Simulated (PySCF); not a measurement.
Input of a response calculation (the driver script's job line, then coordinates in Å):

```
{"job": {"kind": "uv", "xc": "PBE0", "basis": "def2-SVPD", "nstates": 8, "ntriplets": 3}, "charge": -1, "multiplicity": 1}
N      2.626499    -1.430729     1.041069
C      1.720624    -0.771030     0.793288
B      0.486726     0.142681     0.465059
C      0.524536     1.428141     1.365825
N      0.560799     2.362077     2.031887
O     -0.809084    -0.610103     0.656829
C     -1.461536    -0.670571    -0.472747
O     -2.532015    -1.208485    -0.636666
C     -0.633054     0.058578    -1.553832
O     -0.939305     0.193908    -2.715822
O      0.461236     0.508205    -1.000854
```

Method used: PySCF, TDDFT PBE0/def2-SVPD, vertical, gas phase, core orbitals frozen in the response. Job line and output are in the format of a driver script around the code.

Problem. Give the output without the SCF cycles.

Solution. 
```
converged SCF energy = -586.8286466936

Static polarisability (au): isotropic 81.205, principal 68.027 74.711 100.878

Singlet excitations
state   eV       nm        f      main configurations
  1   4.3111    287.6   0.00000   H->L 0.99
  2   5.2465    236.3   0.00000   H-1->L 0.96
  3   6.4826    191.3   0.00289   H->L+1 0.92
  4   6.5534    189.2   0.01208   H->L+2 0.83, H-2->L 0.15
  5   6.7168    184.6   0.18605   H-2->L 0.79, H->L+2 0.16
  6   6.7459    183.8   0.02440   H-3->L 0.89
  7   7.1501    173.4   0.00000   H-4->L 1.00
  8   7.2469    171.1   0.00000   H-4->L+1 0.71, H-3->L+2 0.10

Triplet excitations (Tamm-Dancoff, eV): 3.7571 4.8238 4.9365
```

Geometry: GFN2-xTB; no solvent, vibrations or thermal averaging.

H and L stand for HOMO and LUMO.

No detachment energy is given for this anion; states above it aren't bound, and a finite basis only mimics them.

Time: 49 s of wall time (grids of density and orbitals included); peak memory 0.94 GiB. Hardware: one thread, Arm Neoverse V2 (aarch64), no GPU, shared host with 32 logical CPUs at a one-minute load of 11.
